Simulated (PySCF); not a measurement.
Level sweep

Hydrogen selenide, H2Se.
Atom-mapped SMILES: `[SeH2:1]` (hydrogens: H2, H3 on Se1)

PySCF, dipoles from the SCF density, polarisabilities from static response with core orbitals frozen. Geometry: PBE0-D3(BJ)/def2-SVP; no solvent, vibrations or thermal averaging. Relativistic effects, spin–orbit coupling among them, are left out although an element past zinc is present.

Reference dipole: 0.627 D (measured, gas; NIST CCCBDB Release 22 (SRD 101), experimental dipoles). Reference polarisability: 4.770 Å³ (measured, gas; NIST CCCBDB Release 22 (SRD 101), experimental polarizabilities). The anisotropy is √(½[(α1 − α2)² + (α2 − α3)² + (α3 − α1)²]).

```csv
level,μ (D),error (%),α (Å³),error (%),anisotropy (Å³)
LDA/def2-SVPD,0.750,+19.6,4.82,+1.1,0.27
PBE/def2-SVPD,0.671,+7.0,4.79,+0.5,0.32
B3LYP/def2-SVPD,0.668,+6.6,4.70,-1.6,0.22
PBE0/def2-SVPD,0.739,+17.9,4.64,-2.7,0.21
BHandHLYP/def2-SVPD,0.733,+16.9,4.55,-4.5,0.12
CAM-B3LYP/def2-SVPD,0.727,+16.0,4.62,-3.1,0.14
wB97X-D/def2-SVPD,0.742,+18.4,4.65,-2.4,0.18
LC-wPBE/def2-SVPD,0.811,+29.4,4.49,-5.8,0.10
HF/def2-SVPD,0.822,+31.1,4.48,-6.1,0.09
PBE0/6-31G*,1.069,+70.4,2.97,-37.7,0.47
PBE0/def2-SVP,0.955,+52.4,3.03,-36.4,1.07
PBE0/aug-cc-pVDZ,0.752,+20.0,4.46,-6.6,0.12
PBE0/def2-TZVP,0.784,+25.1,3.80,-20.4,0.72
PBE0/def2-TZVPD,0.725,+15.7,4.68,-2.0,0.15
PBE0/aug-cc-pVTZ,0.723,+15.3,4.65,-2.5,0.14
```

For the dipole, the smallest error is 6.6% (B3LYP/def2-SVPD) and the largest 70.4% (PBE0/6-31G*). For the polarisability, the smallest error is 0.5% (PBE/def2-SVPD) and the largest 37.7% (PBE0/6-31G*). The dipole runs from 0.67 D (B3LYP/def2-SVPD) to 1.07 D (PBE0/6-31G*). In one basis (def2-SVPD) the functionals order the polarisability from HF (lowest) to LDA (highest), a spread of 8%. With PBE0 the polarisability is 3.27 Å³ without diffuse functions (mean of 6-31G*, def2-SVP and def2-TZVP) and 4.61 Å³ with them (mean of aug-cc-pVDZ, def2-SVPD, def2-TZVPD and aug-cc-pVTZ). Measured values can belong to vibrating molecules; the computed ones are for one fixed geometry.
